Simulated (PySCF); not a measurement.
C₂F₆, charge +1, doublet, at a GFN2-xTB geometry (a state made from the parent by changing its charge; the spin is typed, not shown lowest); M062X/def2-SVP run with PySCF.

The PySCF input:
```python
from pyscf import gto, scf, dft

mol = gto.M(
    atom='''
F     1.398498   -0.283024   -1.030382
C     0.921164   -0.073727    0.146787
F     1.236845    1.063735    0.660505
F     1.019323   -1.073217    0.952246
C    -0.921164    0.073727   -0.146787
F    -1.019323    1.073217   -0.952246
F    -1.236845   -1.063735   -0.660505
F    -1.398498    0.283024    1.030382
''',
    basis='def2-svp',
    charge=1,
    spin=1,
    verbose=4,
)

mf = dft.UKS(mol)
mf.xc = 'm062x'
mf.kernel()
mf.analyze()
```

What the program printed (banner, timings and long lists left out):

```
PySCF version 2.14.0

[INPUT] verbose = 4
[INPUT] num. atoms = 8
[INPUT] num. electrons = 65
[INPUT] charge = 1
[INPUT] spin (= nelec alpha-beta = 2S) = 1
[INPUT] symmetry False subgroup None
[INPUT] Mole.unit = angstrom
[INPUT] Symbol           X                Y                Z      unit          X                Y                Z       unit  Magmom
[...]
nuclear repulsion = 459.633648705106
number of shells = 48
number of NR pGTOs = 192
number of NR cGTOs = 112
basis = def2-svp
ecp = {}

******** <class 'pyscf.dft.uks.UKS'> ********
method = UKS
initial guess = minao
damping factor = 0
level_shift factor = 0
DIIS = <class 'pyscf.scf.diis.CDIIS'>
diis_start_cycle = 1
diis_space = 8
diis_damp = 0
SCF conv_tol = 1e-09
SCF conv_tol_grad = None
SCF max_cycles = 50
direct_scf = True
direct_scf_tol = 1e-13
number electrons alpha = 33  beta = 32
XC library pyscf.dft.libxc version 7.1.2
    S. Lehtola, C. Steigemann, M. J. T. Oliveira, and M. A. L. Marques,  SoftwareX 7, 1–5 (2018)
XC functionals = m062x
    Y. Zhao and D. G. Truhlar,  Theor. Chem. Acc. 120, 215 (2008)
    Y. Zhao and D. G. Truhlar,  Theor. Chem. Acc. 120, 215 (2008)
radial grids:
    Treutler-Ahlrichs [JCP 102, 346 (1995); DOI:10.1063/1.469408] (M4) radial grids

becke partition: Becke, JCP 88, 2547 (1988); DOI:10.1063/1.454033
pruning grids: <function nwchem_prune>
grids dens level: 3
symmetrized grids: False
atomic radii adjust function: <function treutler_atomic_radii_adjust>
small_rho_cutoff = 0
Set gradient conv threshold to 3.16228e-05
tot grids = 113808
init E= -676.000569921225

cycle= 1 E= -673.676638703194  delta_E= 2.32  |g|= 1.01  |ddm|=  2.2
cycle= 2 E= -673.479145333705  delta_E= 0.197  |g|= 1.35  |ddm|= 1.52
cycle= 3 E= -674.069300692542  delta_E= -0.59  |g|= 0.0784  |ddm|= 0.838
cycle= 4 E= -674.071240905796  delta_E= -0.00194  |g|= 0.0184  |ddm|= 0.0591
cycle= 5 E= -674.071391540103  delta_E= -0.000151  |g|= 0.0032  |ddm|= 0.0176
cycle= 6 E= -674.071402560056  delta_E= -1.1e-05  |g|= 0.000982  |ddm|= 0.00534
cycle= 7 E= -674.071403919958  delta_E= -1.36e-06  |g|= 0.000242  |ddm|= 0.00199
cycle= 8 E= -674.07140398725  delta_E= -6.73e-08  |g|= 6.76e-05  |ddm|= 0.000416
cycle= 9 E= -674.071403991761  delta_E= -4.51e-09  |g|= 3.26e-05  |ddm|= 0.000124
cycle= 10 E= -674.071403992189  delta_E= -4.28e-10  |g|= 1.64e-05  |ddm|= 3.28e-05
Extra cycle  E= -674.071403992199  delta_E= -1e-11  |g|= 1.89e-05  |ddm|= 2.14e-05
converged SCF energy = -674.071403992199  <S^2> = 0.75249095  2S+1 = 2.0024894
**** SCF Summaries ****
Total Energy =                        -674.071403992198952
Nuclear Repulsion Energy =             459.633648705106339
One-electron Energy =                -1832.421261444631682
Two-electron Energy =                  698.716208747326505
Two-electron Coulomb Energy =          771.633267539546637
DFT Exchange-Correlation Energy =      -72.917058792220161
**** MO energy ****
                             alpha | beta                alpha | beta
[...]
To work with the spin densities directly, `use mulliken_meta_spin()` only printing them here.

 ** Mulliken spin pop alpha/beta on meta-lowdin orthogonal AOs **
 ** Mulliken Spin Density (per AO)  **
spin_pop of  0 F 1s       -0.00000
spin_pop of  0 F 2s        0.00129
spin_pop of  0 F 3s        0.00007
spin_pop of  0 F 2px       0.09646
spin_pop of  0 F 2py       0.00042
spin_pop of  0 F 2pz      -0.00337
spin_pop of  0 F 3px       0.00078
spin_pop of  0 F 3py       0.00005
spin_pop of  0 F 3pz       0.00012
spin_pop of  0 F 3dxy      0.00000
spin_pop of  0 F 3dyz     -0.00000
spin_pop of  0 F 3dz^2    -0.00002
spin_pop of  0 F 3dxz      0.00000
spin_pop of  0 F 3dx2-y2   -0.00002
spin_pop of  1 C 1s        0.00000
spin_pop of  1 C 2s        0.04779
spin_pop of  1 C 3s        0.00092
spin_pop of  1 C 2px       0.15577
spin_pop of  1 C 2py      -0.00042
spin_pop of  1 C 2pz       0.00256
spin_pop of  1 C 3px       0.00330
spin_pop of  1 C 3py       0.00016
spin_pop of  1 C 3pz       0.00022
spin_pop of  1 C 3dxy     -0.00033
spin_pop of  1 C 3dyz      0.00003
spin_pop of  1 C 3dz^2     0.00064
spin_pop of  1 C 3dxz     -0.00014
spin_pop of  1 C 3dx2-y2    0.00210
spin_pop of  2 F 1s       -0.00000
spin_pop of  2 F 2s        0.00130
spin_pop of  2 F 3s        0.00007
spin_pop of  2 F 2px       0.09079
spin_pop of  2 F 2py      -0.00173
spin_pop of  2 F 2pz       0.00444
spin_pop of  2 F 3px       0.00078
spin_pop of  2 F 3py       0.00009
spin_pop of  2 F 3pz       0.00007
spin_pop of  2 F 3dxy     -0.00002
spin_pop of  2 F 3dyz      0.00001
spin_pop of  2 F 3dz^2    -0.00000
spin_pop of  2 F 3dxz     -0.00001
spin_pop of  2 F 3dx2-y2   -0.00001
spin_pop of  3 F 1s       -0.00000
spin_pop of  3 F 2s        0.00130
spin_pop of  3 F 3s        0.00007
spin_pop of  3 F 2px       0.08334
spin_pop of  3 F 2py       0.00374
spin_pop of  3 F 2pz       0.00647
spin_pop of  3 F 3px       0.00079
spin_pop of  3 F 3py       0.00008
spin_pop of  3 F 3pz       0.00008
spin_pop of  3 F 3dxy     -0.00004
spin_pop of  3 F 3dyz      0.00002
spin_pop of  3 F 3dz^2     0.00000
spin_pop of  3 F 3dxz     -0.00003
spin_pop of  3 F 3dx2-y2    0.00002
spin_pop of  4 C 1s        0.00000
spin_pop of  4 C 2s        0.04779
spin_pop of  4 C 3s        0.00092
spin_pop of  4 C 2px       0.15577
spin_pop of  4 C 2py      -0.00042
spin_pop of  4 C 2pz       0.00256
spin_pop of  4 C 3px       0.00330
spin_pop of  4 C 3py       0.00016
spin_pop of  4 C 3pz       0.00022
spin_pop of  4 C 3dxy     -0.00033
spin_pop of  4 C 3dyz      0.00003
spin_pop of  4 C 3dz^2     0.00064
spin_pop of  4 C 3dxz     -0.00014
spin_pop of  4 C 3dx2-y2    0.00210
spin_pop of  5 F 1s       -0.00000
spin_pop of  5 F 2s        0.00130
spin_pop of  5 F 3s        0.00007
spin_pop of  5 F 2px       0.08334
spin_pop of  5 F 2py       0.00374
spin_pop of  5 F 2pz       0.00647
spin_pop of  5 F 3px       0.00079
spin_pop of  5 F 3py       0.00008
spin_pop of  5 F 3pz       0.00008
spin_pop of  5 F 3dxy     -0.00004
spin_pop of  5 F 3dyz      0.00002
spin_pop of  5 F 3dz^2     0.00000
spin_pop of  5 F 3dxz     -0.00003
spin_pop of  5 F 3dx2-y2    0.00002
spin_pop of  6 F 1s       -0.00000
spin_pop of  6 F 2s        0.00130
spin_pop of  6 F 3s        0.00007
spin_pop of  6 F 2px       0.09079
spin_pop of  6 F 2py      -0.00173
spin_pop of  6 F 2pz       0.00444
spin_pop of  6 F 3px       0.00078
spin_pop of  6 F 3py       0.00009
spin_pop of  6 F 3pz       0.00007
spin_pop of  6 F 3dxy     -0.00002
spin_pop of  6 F 3dyz      0.00001
spin_pop of  6 F 3dz^2    -0.00000
spin_pop of  6 F 3dxz     -0.00001
spin_pop of  6 F 3dx2-y2   -0.00001
spin_pop of  7 F 1s       -0.00000
spin_pop of  7 F 2s        0.00129
spin_pop of  7 F 3s        0.00007
spin_pop of  7 F 2px       0.09646
spin_pop of  7 F 2py       0.00042
spin_pop of  7 F 2pz      -0.00337
spin_pop of  7 F 3px       0.00078
spin_pop of  7 F 3py       0.00005
spin_pop of  7 F 3pz       0.00012
spin_pop of  7 F 3dxy      0.00000
spin_pop of  7 F 3dyz     -0.00000
spin_pop of  7 F 3dz^2    -0.00002
spin_pop of  7 F 3dxz      0.00000
spin_pop of  7 F 3dx2-y2   -0.00002
 ** Mulliken Spin Density (per atom)  **
spin density of  0 F =      0.09578
spin density of  1 C =      0.21260
spin density of  2 F =      0.09578
spin density of  3 F =      0.09584
spin density of  4 C =      0.21260
spin density of  5 F =      0.09584
spin density of  6 F =      0.09578
spin density of  7 F =      0.09578
 ** Mulliken pop alpha/beta on meta-lowdin orthogonal AOs **
 ** Mulliken pop       alpha | beta **
In total            33.00000 | 32.00000
 ** Mulliken atomic charges   ( Nelec_alpha | Nelec_beta ) **
charge of  0F =     -0.10995  (     4.60287      4.50709 )
charge of  1C =      0.82993  (     2.69134      2.47873 )
charge of  2F =     -0.11002  (     4.60290      4.50712 )
charge of  3F =     -0.10997  (     4.60290      4.50706 )
charge of  4C =      0.82993  (     2.69134      2.47873 )
charge of  5F =     -0.10997  (     4.60290      4.50706 )
charge of  6F =     -0.11002  (     4.60290      4.50712 )
charge of  7F =     -0.10995  (     4.60287      4.50709 )

WARN: System has nonzero charge 1; the dipole moment is origin-dependent.
Location of origin: [0. 0. 0.]

Dipole moment(X, Y, Z, Debye): -0.00000, -0.00000,  0.00000
```
